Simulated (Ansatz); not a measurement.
A geometry optimisation of CH8BNSi3 with PBE-D3(BJ)/def2-SVP

The starting geometry of this gas-phase singlet was optimised with GFN2-xTB; its bonds are those of `B[SiH2][SiH2][SiH2]C#N`.

```xyz
14

C    -0.7053    1.6661    1.3227
B     0.7450    3.0665   -2.0666
N    -0.8095    2.7835    1.5585
Si    0.8979    1.2112   -2.6019
Si   -0.6986   -0.1118   -1.5006
Si   -0.5514   -0.1242    0.8158
H     0.0179    3.8024   -2.6133
H     1.3483    3.4912   -1.1592
H     2.1842    0.5491   -2.3013
H     0.7258    0.9234   -4.0391
H    -2.0682    0.3141   -1.8395
H    -0.6649   -1.5170   -1.9391
H    -1.5903   -0.7833    1.6159
H     0.7443   -0.5261    1.3766
```

Task: Predict what becomes of its bonds when it is optimised with PBE-D3(BJ)/def2-SVP.

Result: A new bond forms, giving a structure given below by its coordinates. Contacts that close: B2–N3 (3.95 → 1.49 Å).

The energy falls by 1.56 eV over 28 steps:

| step | E − E(last) (eV) |
| --- | --- |
| 1 | 1.562 |
| 4 | 1.256 |
| 7 | 1.241 |
| 10 | 1.171 |
| 13 | 0.864 |
| 16 | 0.223 |
| 19 | 0.032 |
| 22 | 0.003 |
| 25 | 0.000 |
| 28 | 0.000 |

Final geometry (Å):

```xyz
14

C    -0.2203    1.7095    0.8327
B     0.5906    3.0974   -1.2629
N     0.1745    2.4731    0.0226
Si    0.6813    1.3694   -2.4423
Si   -0.6448   -0.3881   -1.5285
Si   -0.7359   -0.1073    0.8449
H    -0.2827    3.8463   -1.6856
H     1.7115    3.5897   -1.2127
H     2.0657    0.7685   -2.5253
H     0.1915    1.5635   -3.8572
H    -2.0836   -0.3607   -1.9782
H    -0.0959   -1.7723   -1.7597
H    -2.0719   -0.2092    1.5216
H     0.2953   -0.8350    1.6597
```

No frequencies were run, so the end isn't proven a minimum. Run with Ansatz 0.2.0, 43 s on 2 threads of Intel(R) Xeon(R) 6975P-C (Granite Rapids), with other jobs on the host.
